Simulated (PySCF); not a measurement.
**Electron correlation in S+ (sulfur, charge +1)**

[Ne] 3s1 3p4, high-spin 4P determinant (an excited configuration). Computed with PySCF 2.14 in aug-cc-pCVTZ-DK, with the spin-free X2C one-electron Hamiltonian (Gaussian nucleus). Frozen: 1s2; 13 electrons correlated.

| level | correlation energy (mhartree) |
| --- | --- |
| CCSD | -419.13 |
| (T) | -12.03 |
| CCSD(T) | -431.16 |

Diagnostics: T1 = 0.012, D1 = 0.0525, largest double amplitude 0.187.

Problem. Is a single reference adequate?

Solution. Not fully. A double-excitation amplitude exceeds 0.15, a sign of near-degeneracy.
